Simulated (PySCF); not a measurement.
Cl2GeH, SMILES [Cl][GeH][Cl], multiplicity 2.

Geometry: B3LYP-D3(BJ)/def2-TZVP. The isomer is the one that the SMILES or the coordinates give; other isomers of the formula were not compared.

Method: PBE/def2-TZVPD run with PySCF.

The molecule is in vacuum.

```json
{
  "total_energy": "-2997.39356 hartree",
  "point_group": "Cs",
  "α spin, highest occupied and lowest empty level": "-6.05 and -1.83 eV",
  "β spin, highest occupied and lowest empty level": "-7.90 and -4.92 eV",
  "dipole_moment": "1.71 D",
  "quadrupole, principal values (traceless, Buckingham form, about the centre of nuclear charge)": "-3.61, 1.02, 2.59 D·Å",
  "mean_static_polarisability": "65.5 bohr³ (9.71 Å³)",
  "polarisability_principal_values": "51.7, 63.4, 81.6 bohr³",
  "⟨S²⟩": "0.752 (pure state 0.75)"
}
```
